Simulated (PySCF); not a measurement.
**Excitation energy of O by level of theory**

O [He] 2s2 2p4 (3P) → O [He] 2s1 2p5 (3P), as a difference of total energies. Computed with PySCF 2.14 in def2-TZVPPD (6s4p3d1f, 40 functions), with the non-relativistic Hamiltonian (point nucleus). Correlated levels: valence: 1s2 frozen; valence and next inner shell: nothing frozen. The calculations carry no spin-orbit coupling.

```csv
method,excitation energy (eV)
UHF,16.852
LDA,14.285
PBE0,15.133
HSE06,15.105
B2PLYP,15.437
BLYP,14.412
PW91,14.477
MP2 (valence),15.991
SCS-MP2 (valence),15.925
MP2 (valence and next inner shell),15.962
SCS-MP2 (valence and next inner shell),15.906
```

Task: Estimate what PBE gives.

Result: 14.484 eV, closest to PW91 among the rows shown.

Task: Estimate what r2SCAN gives.

Result: 15.131 eV, closest to PBE0 among the rows shown.

The upper state lies above the first ionisation limit, where it may autoionise and the basis confines it.
